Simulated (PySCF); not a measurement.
PySCF 2.14 output of an unrestricted r2SCAN calculation on a single atom or ion in aug-cc-pVTZ-PP with one added diffuse shell each of d, f type with ECP28MDF (6s5p5d3f, 67 functions), with a scalar-relativistic core potential:

```
SCF conv_tol = 1e-09
number electrons alpha = 13  beta = 12
    J. W. Furness, A. D. Kaplan, J. Ning, J. P. Perdew, and J. Sun.,  J. Phys. Chem. Lett. 11, 8208-8215 (2020)
    J. W. Furness, A. D. Kaplan, J. Ning, J. P. Perdew, and J. Sun.,  J. Phys. Chem. Lett. 11, 9248-9248 (2020)
    J. W. Furness, A. D. Kaplan, J. Ning, J. P. Perdew, and J. Sun.,  J. Phys. Chem. Lett. 11, 8208-8215 (2020)
    J. W. Furness, A. D. Kaplan, J. Ning, J. P. Perdew, and J. Sun.,  J. Phys. Chem. Lett. 11, 9248-9248 (2020)
cycle= 1 E= -268.162659156464  delta_E= -0.00778  |g|= 0.0204  |ddm|= 0.42
cycle= 2 E= -268.162820401239  delta_E= -0.000161  |g|= 0.0217  |ddm|= 0.119
cycle= 3 E= -268.163183918845  delta_E= -0.000364  |g|= 0.00425  |ddm|= 0.0525
cycle= 4 E= -268.163190280909  delta_E= -6.36e-06  |g|= 0.000695  |ddm|= 0.00743
cycle= 5 E= -268.16319130772  delta_E= -1.03e-06  |g|= 0.000111  |ddm|= 0.00367
cycle= 6 E= -268.163191351321  delta_E= -4.36e-08  |g|= 3.88e-05  |ddm|= 0.000861
cycle= 7 E= -268.163191356506  delta_E= -5.19e-09  |g|= 4.59e-06  |ddm|= 0.000365
cycle= 8 E= -268.163191356576  delta_E= -6.92e-11  |g|= 2.74e-07  |ddm|= 4.45e-05
converged SCF energy = -268.163191356576  <S^2> = 0.75771705  2S+1 = 2.0077022
```

The run itself started from symmetry-adapted Hartree-Fock orbitals and held the occupation by maximum overlap, on a logarithmic radial grid, so the iterations belong to that start.

Q: Which element, charge and spin multiplicity is this?

A: Te⁻ (tellurium, charge -1), multiplicity 2; the state was [Kr] 4d10 5s2 5p5, 2P determinant.

Energies and moments cover only the electrons outside the core potential. At r2SCAN the highest occupied level has a positive energy, so only the finite basis holds that electron; in a semilocal or global hybrid functional this comes from self-interaction and does not mean that the real anion is unbound.
